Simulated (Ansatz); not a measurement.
C3H9ClSi, triplet, at the geometry of the source list (a higher spin typed on purpose: for a closed-shell molecule this is an excited state), with bond 8-1 at 1.8 times its length; Ansatz (a first-principles code) with CASSCF(6,6)/STO-3G.

Ansatz was given this input:
Ansatz 0.2 input:
```yaml
crystal:
  periodic: [false, false, false]
  atoms:
    - {symbol: C, position_ang: [-0.74040000, 1.61040000, -0.38600000]}
    - {symbol: Si, position_ang: [0.15670000, 0.12370000, 0.39590000]}
    - {symbol: C, position_ang: [1.63230000, -0.41480000, -0.68220000]}
    - {symbol: C, position_ang: [-1.05210000, -1.32390000, 0.66120000]}
    - {symbol: Cl, position_ang: [0.87660000, 0.69880000, 2.22140000]}
    - {symbol: H, position_ang: [-1.15340000, 1.35470000, -1.35670000]}
    - {symbol: H, position_ang: [-1.55970000, 1.95240000, 0.24000000]}
    - {symbol: H, position_ang: [0.47262000, 3.12312000, -0.63872000]}
    - {symbol: H, position_ang: [2.17870000, -1.23500000, -0.22560000]}
    - {symbol: H, position_ang: [1.30320000, -0.74520000, -1.66300000]}
    - {symbol: H, position_ang: [2.33300000, 0.40190000, -0.82950000]}
    - {symbol: H, position_ang: [-1.44460000, -1.68750000, -0.28310000]}
    - {symbol: H, position_ang: [-1.89710000, -1.02660000, 1.27570000]}
    - {symbol: H, position_ang: [-0.56680000, -2.15960000, 1.15830000]}
basis:
  gaussian:
    orbitals: STO-3G
hamiltonian:
  xc: hf
correlation: {active_space: {window: {electrons: 6, orbitals: 6}}}
magnetization: {spin_polarized: false, initial_magnetization: 2}
```

Predict the main parts of the log of this Ansatz run.


```
Functional definition: HF
531 factors; integrals over basis functions are off by at most 2.7e-5 eV
mean field evaluation 1: about -23330.5727 eV, gradient 2.0e1 eV
mean field evaluation 2: about -23330.7551 eV, gradient 2.0e1 eV
mean field evaluation 4: about -23334.8907 eV, gradient 1.9e0 eV
mean field evaluation 8: about -23334.9382 eV, gradient 1.1e-1 eV
mean field -23334.93838513 eV, -857.5431686642 hartree, gradient 1.4e-6 eV, S^2 2.000000; 0 other end points of the search recorded, 0 dependent functions left out
reference -23334.93838513 eV, -857.5431686642 hartree; 30, 28 occupied and 12, 14 virtual orbitals, 531 factors
state -23335.67557752 eV, -857.5702599849 hartree
Total energy: -23335.67557752 eV, -857.5702599849 hartree
```
